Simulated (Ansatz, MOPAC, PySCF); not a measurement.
Lewis adduct: BH3 (SMILES B) (first 4 atoms) with C2H6O (SMILES COC); geometry from B3LYP-D3(BJ)/def2-TZVP, rigid monomers moved along the line of their centres of mass till B1···O6 is 2.31 Å.
(charge 0, multiplicity 1):
```xyz
13

B      0.1492     0.2265     1.0946
H      1.2806     0.5130     0.8058
H     -0.6860     1.0199     0.7503
H     -0.1438    -0.9313     0.9009
C     -1.1976     0.1175     3.9835
O      0.1043     0.3054     3.4044
C      1.1190    -0.4824     4.0488
H     -1.1440     0.3494     5.0468
H     -1.5264    -0.9118     3.8272
H     -1.8649     0.8032     3.4728
H      1.1296    -0.2381     5.1106
H      2.0609    -0.2146     3.5824
H      0.9142    -1.5442     3.8972
```

Monomers are frozen at their geometry in the pair; levels with a basis set take the counterpoise correction. Rows marked so take none.

Correlated levels freeze the cores. Rows in 3-21G, 6-31G* carry no dispersion term and start afresh at each structure (6-31G* with six Cartesian d functions). MP2/6-31G* freezes PySCF's default core. The state that PM7 reach isn't checked; PM7 holds dispersion and hydrogen-bond terms.

Run with Ansatz (an electronic-structure program); MOPAC for PM7 (differences of heats of formation); PySCF for 3-21G rows, 6-31G* rows, the dispersion terms. Values without a source in brackets are computed.

Other levels give for the interaction energy: PBE/def2-TZVPPD -16.12; B3LYP/def2-TZVPPD -14.03; B3LYP-D3(BJ)/def2-TZVPPD -16.35; wB97M-V/def2-TZVPPD -16.59; CCSD(T)/aug-cc-pVDZ -15.30 kcal/mol.

**Question.** What do these common cheap choices give for the same quantity: PM7, HF/3-21G (no counterpoise), HF/6-31G*, BP86/6-31G* (no counterpoise), B3LYP/6-31G*, B3LYP/6-31G* (no counterpoise), MP2/6-31G*, MP2/6-31G* (no counterpoise)?

**Answer.** PM7 -8.96; HF/3-21G (no counterpoise) -21.12; HF/6-31G* -12.10; BP86/6-31G* (no counterpoise) -17.49; B3LYP/6-31G* -14.68; B3LYP/6-31G* (no counterpoise) -16.75; MP2/6-31G* -15.02; MP2/6-31G* (no counterpoise) -18.02 kcal/mol. They span -21.12 to -8.96 kcal/mol.
